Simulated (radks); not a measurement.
The numbers below are computed, except where a source is named.
Q: Radial electron density D(r) = 4 pi r^2 rho(r) of an atom or ion with 2.25 electrons. Level of theory: non-relativistic Kohn-Sham, PBE, spin-polarised, spherical densities, point nucleus (a radial shooting solver on a logarithmic mesh with Libxc functionals).

r (bohr),D(r) (e/bohr),spin D(r)
0.03736,0.3304,0.0648
0.04113,0.3883,0.0761
0.04563,0.4611,0.0904
0.05023,0.5384,0.106
0.05529,0.6262,0.123
0.06135,0.7343,0.144
0.06753,0.8465,0.166
0.07494,0.9820,0.193
0.08249,1.120,0.220
0.0908,1.269,0.249
0.1007,1.442,0.283
0.1109,1.611,0.316
0.1221,1.784,0.350
0.1355,1.973,0.387
0.1491,2.143,0.420
0.1641,2.302,0.452
0.1821,2.455,0.481
0.2005,2.568,0.504
0.2224,2.654,0.521
0.2448,2.689,0.528
0.2695,2.677,0.525
0.2991,2.606,0.512
0.3292,2.485,0.488
0.3624,2.315,0.455
0.4021,2.082,0.410
0.4426,1.835,0.361
0.4911,1.548,0.305
0.5406,1.283,0.251
0.595,1.036,0.200
0.6603,0.8054,0.150
0.7268,0.6391,0.111
0.8,0.5241,0.0787
0.8877,0.4573,0.0526
0.9771,0.4437,0.0353
1.076,0.4661,0.0230
1.193,0.5135,0.0139
1.314,0.5604,0.00842
1.458,0.5963,0.00444
1.605,0.6027,0.00184
1.766,0.5775,-0.000110
1.96,0.5158,-0.00160
2.157,0.4353,-0.00242
2.375,0.3438,-0.00273
2.635,0.2463,-0.00259
2.9,0.1676,-0.00218
3.193,0.1054,-0.00165
3.543,0.05775,-0.00108
3.9,0.02996,-0.000652
4.327,0.01304,-0.000329
4.763,0.005355,-0.000153
5.243,0.001936,-0.0000624
5.818,0.0005500,-0.0000200
6.404,0.0001471,-0.00000593

What is the nuclear charge?

A: Z = 4. The innermost maximum, from 1s, lies near 1/Z = 0.25 bohr (found: 0.251), and its height grows with Z. The density is that of the beryllium ion Be1.75+ in 2s(up 0.5, down 0.5) 1s(up 0.75, down 0.5); the configuration itself is not fixed sharply by these data. D(r) has 2 maxima, at r = 0.251, 1.57 bohr, and minima at 0.962 bohr, inside which lie 1.30 electrons.
